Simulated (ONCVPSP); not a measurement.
Before and after: ONCV potential for Fe (Z = 26)

ONCVPSP 4.0.1 input, shortened (lines: element, Z, core and valence counts, functional; n l f; lmax; l rc ep ncon nbas qcut; lloc lpopt rc5 dvloc0; l nproj debl; icmod fcfact rcfact), LDA (Perdew-Wang 92), scalar-relativistic:

```
  Fe 26.00    3    4  -001012      upf
    1    0    2.00
    2    0    2.00
    2    1    6.00
    3    0    2.00
    3    1    6.00
    3    2    6.00
    4    0    2.00
    3
    0    1.45    0.00    4    7   10.90
    1    1.15    0.00    4    7   10.60
    2    1.50    0.00    3    8    9.70
    3    1.40    0.07    4    9    8.80
    4    5    0.75    4.00
    0    2    3.70
    1    3    1.80
    2    3    3.10
    3    2    1.10
    3    5.00    1.15
```

In the p channel the program set the typed energies aside and used -2.202, 0.250, 2.050 Ha.

All-electron outer shells of the reference configuration (LDA (PZ), scalar-relativistic, ld1.x):

| shell | level (eV) | outermost node (bohr) | outermost maximum (bohr) |
| --- | --- | --- | --- |
| 2p | -698.00 | – | 0.18 |
| 3s | -93.51 | 0.33 | 0.70 |
| 3p | -59.93 | 0.30 | 0.72 |
| 3d | -7.75 | – | 0.71 |
| 4s | -5.49 | 1.01 | 2.38 |

Change: p: qcut 14.4.

Cutoffs: the cutoffs (Ha) at which the residual kinetic energy of the hardest occupied pseudo-wave falls to 1 and 0.1 mHa per electron; they do not see the model core or the augmentation charge, which bear on the density cutoff. Errors are all-electron minus pseudo energies relative to the spin-unpolarised reference configuration.

Problem. Predict the effect on cutoff, ghosts and configuration errors.

Solution. The potential gets harder (38 Ha and 43 Ha → 38 Ha and 55 Ha); the errors of the 4 common tests hardly move; neither file shows a bound ghost. The waves are optimised to have the least kinetic energy above qcut, so the cutoff follows it (qcut²/2 in Ha).

| quantity | base | changed |
| --- | --- | --- |
| cutoff, loose | 38 Ha | 38 Ha |
| cutoff, tight | 43 Ha | 55 Ha |
| loose cutoff by channel | s 33 Ha, p 34 Ha, d 38 Ha | s 33 Ha, p 32 Ha, d 38 Ha |
| bound ghosts | none | none |
| GHOST(+) flags under 300 eV | none | none |
| error for 3s2 3p6 3d6 4s1, meV [ΔE 8.97 eV] | +0.6 | +0.6 |
| error for 3s2 3p6 3d6 4s0, meV [ΔE 25.46 eV] | +5.1 | +5.1 |
| error for 3s2 3p6 3d5 4s0, meV [ΔE 59.99 eV] | +27 | +27 |
| error for 3s2 3p6 3d7 4s0, meV [ΔE 6.84 eV] | +48 | +48 |
| s: phases at 1.47 bohr within 0.05 rad from the reference energy up to (Ha; the scan ends near 5) | to the end of the scan | to the end of the scan |
| p: phases at 1.17 bohr within 0.05 rad from the reference energy up to (Ha; the scan ends near 5) | to the end of the scan | to the end of the scan |
| d: phases at 1.53 bohr within 0.05 rad from the reference energy up to (Ha; the scan ends near 5) | to the end of the scan | to the end of the scan |
| f: phases at 1.42 bohr within 0.05 rad from the reference energy up to (Ha; the scan ends near 5) | to the end of the scan | to the end of the scan |
| rms error of d²Exc/dni dnj with the model core, mHa | 1.03 | 1.04 |
